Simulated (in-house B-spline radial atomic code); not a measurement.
Computed with a B-spline radial atomic code. Model: two electrons, singlet ground state, non-relativistic, full CI in B-splines with partial waves to l = 8 (at full coupling up to 3e-4 hartree above the limit, correlation up to 0.6 % small), density held at that of full coupling by Lieb maximisation.

W(λ) is the mean repulsion in the state of coupling λ less the Hartree energy of the fixed density. Its start is exact exchange, its initial slope is twice the second-order Görling-Levy correlation energy, and its area from 0 to 1 is E_xc. A straight curve means weak, dynamic correlation, and a curve that drops fast and flattens means strong correlation.

Command:
```bash
python run_ac.py task.json out
```
Settings (lengths in bohr, energies in hartree):
```
potential              coulomb
strength               2
lmax                   8
wall_radius            1.4
```

Run time, properties included: 3.2 s on 1 thread of Intel(R) Xeon(R) Processor @ 2.30GHz (shared host).

**W = mean repulsion less Hartree energy, and W of three functionals.**

Given: confinement point charge; nuclear charge 2; hard wall radius 1.4 bohr; external potential -Z/r.

Computed: PBE exchange minus exact 61.637 millihartree; SCAN exchange minus exact 5.3273 millihartree.

```tsv
coupling	W xc (hartree)	W xc minus exchange (millihartree)	kinetic minus Kohn-Sham (millihartree)	LDA (PW92) W minus its exchange (millihartree)	PBE W minus its exchange (millihartree)	SCAN W minus its exchange (millihartree)
0	-1.5592	0	0	0	0	0
0.02	-1.5611	-1.89	0	-13.03	-2.47	-1.91
0.05	-1.5639	-4.702	0.1	-27.07	-6.18	-4.71
0.12	-1.5704	-11.165	0.7	-52.71	-14.76	-11.1
0.25	-1.582	-22.809	2.8	-89.46	-30.27	-22.47
0.4	-1.5949	-35.69	7	-123.38	-47.34	-34.95
0.6	-1.6112	-52	15.1	-160.81	-68.73	-50.68
0.8	-1.6266	-67.392	25.9	-192.58	-88.67	-65.48
1	-1.6411	-81.935	39	-220.41	-107.31	-79.48
1.4	?	?	?	?	?	?
2	-1.7032	-143.98	130.7	-325.17	-185.2	-139.72
3	?	?	?	?	?	?
4.5	-1.807	-247.78	456.4	-478.01	-313.64	-244.34
7	-1.8711	-311.88	819.3	-568.59	-394.79	-312.09
10	-1.922	-362.8	1247	-641.58	-461.91	-367.37
```

Question: What belongs in the row 1.4?

Answer: W xc (hartree): -1.6679; W xc minus exchange (millihartree): -108.73; kinetic minus Kohn-Sham (millihartree): 71; LDA (PW92) W minus its exchange (millihartree): -267.83; PBE W minus its exchange (millihartree): -141.22; SCAN W minus its exchange (millihartree): -105.35.

Question: What belongs in the row 3?

Answer: W xc (hartree): -1.7516; W xc minus exchange (millihartree): -192.39; kinetic minus Kohn-Sham (millihartree): 250.8; LDA (PW92) W minus its exchange (millihartree): -398.35; PBE W minus its exchange (millihartree): -245.02; SCAN W minus its exchange (millihartree): -187.77.

Question: What is the LDA exchange minus exact?

Answer: 226.97 millihartree.

**Energy parts, natural occupations and partial-wave weights.**

Computed: exchange energy -1.5592 hartree; correlation energy -0.042969 hartree; kinetic part of the DFT correlation energy 0.038966 hartree; initial slope twice GL2 -0.094786 hartree; kinetic part over minus potential part 0.47557; Hartree energy 3.1184 hartree; Lieb Oxford ratio E_xc over LDA exchange 1.2026.

```csv
natural,occupation of the shell (electrons)
s,1.993
p,0.0057536
s,0.00084555
d,?
p,8.2639e-05
f,3.4253e-05
```

Question: What belongs in the row d?

Answer: occupation of the shell (electrons): 0.00026347.

| wave | weight |
| --- | --- |
| s | 0.99691 |
| p | ? |
| d | 0.00013991 |
| f | 1.9043e-05 |
| g | 4.4583e-06 |

Question: What belongs in the row p?

Answer: weight: 0.0029206.

Question: What is the Kohn-Sham kinetic?

Answer: 6.2351 hartree.

Question: What is the total energy?

Answer: -1.6171 hartree.

Half-way to full coupling W has made 54 % of its drop, against 50 % for a straight line, and second-order (GL2) theory, half the initial slope, overshoots the correlation energy by about 10 %: a moderate bend, as in light atoms. Over couplings 0 to 1 the errors in E_xc come to about +136 millihartree for LDA, +48 millihartree for PBE, +6.4 millihartree for SCAN, so SCAN is nearest. In LDA and PBE the errors of exchange and correlation have opposite signs, so the sum is smaller than the larger of the two.
